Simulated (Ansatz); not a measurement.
Gas-phase electronic energies from Ansatz, PBE0-D4/def2-TZVP geometries. CCSD(T)/CBS adds triple-zeta CCSD(T) − MP2 to the extrapolated MP2 energy (def2 sets, frozen cores). def2 core potentials past Kr. For I, Sn outer-core shells are correlated without core-valence functions, which leaves a few kJ/mol of doubt a bond.

`[CH3][Al]([CH3])[SnH3]` + HI → `[SnH3][I]` + `[CH3][AlH][CH3]`  (cleavage of the Sn–Al bond)

```
                 species  MP2/def2-TZVPP energy (Eh)
`[CH3][Al]([CH3])[SnH3]`                  -537.05735
                      HI                  -297.74990
             `[SnH3][I]`                  -512.61721
       `[CH3][AlH][CH3]`                  -322.21417
```

(1) Work out ΔE.

Largest T1 diagnostic among the species: 0.012.

Answers

(1) ΔE = (-512.61721) + (-322.21417) − (-537.05735) − (-297.74990) = -0.02413 Eh = -15.1 kcal/mol. CCSD(T)/CBS gives -15.5 kcal/mol.

From PBE to PBE0 (25 % exact exchange), in def2-TZVPP and without D4, ΔE moves by −1.4 kcal/mol. In def2-TZVPP, CCSD(T) changes the Hartree–Fock value by +7.5 kcal/mol (the triples alone add +0.5 kcal/mol) and MP2 by +5.5 kcal/mol.
